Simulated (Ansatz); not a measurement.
The cluster MgBr2⁻. Charge -1, multiplicity 2. Geometry r2SCAN-D4/def2-TZVPD, basis def2-TZVPD, Ansatz.

```xyz
3

Mg    0.128   -0.528    0.660
Br    1.140    1.739    0.617
Br   -1.268   -1.210   -1.277
```

| run | HOMO (eV) | LUMO (eV) |
| --- | --- | --- |
| A | -0.89 | 2.65 |
| B | 0.41 | 1.61 |
| C | -0.34 | 2.18 |
| D | 0.04 | 1.85 |
| E | 0.39 | 1.52 |
| F | 0.25 | 1.80 |

HSE06 is defined as in plane-wave codes, on full-range PBE exchange. The structure comes from a short search, and lower isomers may exist.

HOMO and LUMO are taken over both spins.

The runs used BHLYP, HSE06, PBE, PBE0, r2SCAN, revPBE. Estimate which is which.

A BHLYP (50 % exact exchange); B revPBE (0 % exact exchange); C PBE0 (25 % exact exchange); D HSE06 (range-separated); E PBE (0 % exact exchange); F r2SCAN (0 % exact exchange). Exact exchange lowers occupied and raises empty levels; among semilocal functionals meta-GGAs tend to open the gap a little, and such runs are hard to tell apart. The gap grows from 1.13 eV (PBE) to 3.54 eV (BHLYP). At revPBE-D4/def2-TZVPD, HSE06-D4/def2-TZVPD, PBE-D4/def2-TZVPD, r2SCAN-D4/def2-TZVPD the highest occupied level of the charge -1 doublet lies above zero (up to 0.41 eV). By energy differences its removal costs 2.08 eV (vertical, to the charge 0 singlet, at LC-ωPBE (ω = 0.30 bohr⁻¹)/def2-TZVPD).
